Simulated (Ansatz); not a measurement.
Correlation energies of FH2O2Sn (`[OH][Sn]([OH])[F]`) radical by basis set

```xyz
6

O    -1.3238    0.2547   -0.6885
Sn    0.0433   -0.6936    0.3630
O     1.1011    0.7111    1.2307
F     1.2363   -1.5098   -0.9096
H    -1.6162   -0.2336   -1.4647
H     0.5592    1.4712    1.4691
```

The species carries charge 0 and has multiplicity 2. Correlated methods include outer-core shells of Sn, which these sets cover unevenly. Sn: def2 effective core potential. The structure was optimised at the PBE0-D4/def2-TZVP level. It is one conformer, not always the lowest. Frozen core, unrestricted reference, Ansatz.

```json
{"basis": "def2-SVP", "HF (Eh)": "-463.49608", "MP2 corr.": "-0.66158", "CCSD corr.": "-0.67375", "(T)": "-0.01481", "CCSD(T) total": "-464.18464"}
{"basis": "def2-TZVPP", "HF (Eh)": "-463.84506", "MP2 corr.": "-1.04027", "CCSD corr.": "-1.03351", "(T)": "-0.03489", "CCSD(T) total": "-464.91346"}
{"basis": "def2-QZVPP", "HF (Eh)": "-463.86101", "MP2 corr.": "-1.31806", "CCSD corr.": "–", "(T)": "–", "CCSD(T) total": "–"}
```
